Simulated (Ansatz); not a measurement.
`[OH][Ge]([OH])([F])[F]` + H₂ → `[OH][GeH]([F])[F]` + H₂O at 298.15 K and 1 bar (hydrogenolysis of a Ge–O bond).

Isolated molecules relaxed with PBE0-D4/def2-TZVP in Ansatz; ΔE leaves out vibrations. CCSD(T)/CBS is the MP2 limit (def2-TZVPP, def2-QZVPP) plus CCSD(T) − MP2 in def2-TZVPP, frozen cores. This one scheme is used for every species. For Ge outer-core shells are correlated without core-valence functions, which leaves a few kJ/mol of doubt a bond. Scalar relativity is left out up to krypton. One conformer a species, not always the lowest.

```json
{"species": "`[OH][Ge]([OH])([F])[F]`", "CCSD(T)/CBS energy (Eh)": "-2427.38846", "H − E (kJ/mol)": "106.1", "S (J/(mol·K))": "339.9"}
{"species": "H₂", "CCSD(T)/CBS energy (Eh)": "-1.17544", "H − E (kJ/mol)": "35.1", "S (J/(mol·K))": "130.4"}
{"species": "`[OH][GeH]([F])[F]`", "CCSD(T)/CBS energy (Eh)": "-2352.17909", "H − E (kJ/mol)": "86.5", "S (J/(mol·K))": "313.9"}
{"species": "H₂O", "CCSD(T)/CBS energy (Eh)": "-76.37941", "H − E (kJ/mol)": "66.4", "S (J/(mol·K))": "188.7"}
```

H − E and S are ideal-gas, rigid-rotor, harmonic terms from PBE0-D4/def2-TZVP, for one conformer and one mirror image of each species. The MP2-based limit puts H₂ 0.8 mEh under its directly extrapolated value; such offsets cancel only in part. 1 Eh = 2625.50 kJ/mol, R = 8.31446 J/(mol·K).

Question: By hand: ΔE, ΔH, ΔS and ΔG.

Answer: ΔE = (-2352.17909) + (-76.37941) − (-2427.38846) − (-1.17544) = 0.00540 Eh = 14.2 kJ/mol. Δ(H − E) = 86.5 + 66.4 − 106.1 − 35.1 = 11.7, so ΔH = 25.9 kJ/mol. ΔS = 313.9 + 188.7 − 339.9 − 130.4 = 32.3 J/(mol·K). ΔG = 25.9 − 298.15 × (32.3)/1000 = 16.3 kJ/mol.

Question: By hand: the equilibrium constant, and the temperature at which ΔG would vanish if ΔH and ΔS stayed fixed.

Answer: log₁₀ K = −ΔG/(RT ln 10) = -2.9. ΔG = 0 at ΔH/ΔS = 802 K.

TΔS isn't small against ΔH here. A doubt of 5 kJ/mol in ΔE shifts log₁₀ K by 0.9 here. Other conformers and mirror images would add mixing entropy, several J/(mol·K) or more a flexible species. These are equilibria of isolated gas molecules and say nothing of rates. Largest T1 diagnostic: 0.012 (customary marks: 0.02 for closed shells, 0.045 for open ones).
